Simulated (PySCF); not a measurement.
Compound: BCl2GeH3.
SMILES: `Cl[B](Cl)[GeH3]`

The closed-shell ground state was solved at several levels (PySCF, density fitting, gas phase). Isolated species at its PBE0-D3(BJ)/def2-SVP geometry, gas phase. The calculation is non-relativistic and has no spin–orbit coupling, an omission that weighs most on germanium.

```csv
level,basis functions,total energy (Eh),HOMO (eV),LUMO (eV),gap (eV),dipole (D)
PBE0/pcSseg-1,121,-3023.2589,-8.45,-2.22,6.23,0.53
PBE/pcSseg-2,227,-3023.4908,-7.13,-3.08,4.05,0.27
```

(1) What might CAM-B3LYP/def2-SVPD (136 basis functions) give for the same quantities?

(2) Over all these levels, which gives the widest orbital gap and which the narrowest?

(3) How far do the dipole and the HOMO energy spread over the levels?

## Answers

(1) Total energy -3023.6927 Eh, HOMO -9.71 eV, LUMO -1.06 eV, gap 8.65 eV, dipole 0.46 D.

(2) CAM-B3LYP/def2-SVPD (range-separated hybrid) has the widest, 8.65 eV, and PBE/pcSseg-2 (GGA) the narrowest, 4.05 eV. Functional and basis both differ between the two, so the spread mixes both effects.

(3) The dipole runs from 0.27 to 0.53 D (mean 0.42 D) and the HOMO from -9.71 to -7.13 eV.
